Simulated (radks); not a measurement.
The nuclear charge of the gold ion Au+ is varied continuously with 78 electrons held in [Xe] 4f14 5d10. Calculated with a radial shooting solver on a logarithmic mesh with Libxc functionals: scalar-relativistic Kohn-Sham, r2SCAN, spin-polarised, spherical densities, finite nucleus; meta-GGA in the generalised Kohn-Sham scheme; Fermi nuclear charge, rms radius 5.4371 fm. By the Hellmann-Feynman theorem dE/dZ = E(electron-nucleus)/Z, the electronic potential at the nucleus (averaged over a nucleus of fixed radius). The scalar-relativistic energy here is not variational (the density holds large components alone), so the two differ by a part that grows with Z.

Z      E (hartree)  E(electron-nucleus)/Z (hartree)  HOMO  e(HOMO) (eV)  <r> HOMO (bohr)
78.5   -18709.0986                         -592.460    5d        -9.586            1.648
78.75  -18858.8995                         -595.401    5d       -12.441            1.604
79     -19009.4520                         -598.344    5d       -15.465            1.563
79.25  -19160.7571                         -601.290    5d       -18.646            1.527
79.5   -19312.8159                         -604.240    5d       -21.975            1.493
79.75  -19465.6294                         -607.194    5d       -25.444            1.462
80     -19619.1988                         -610.153    5d       -29.048            1.433

The central difference of E at Z = 79 is -603.715 hartree, to compare with the third column; the second derivative is -12 hartree.
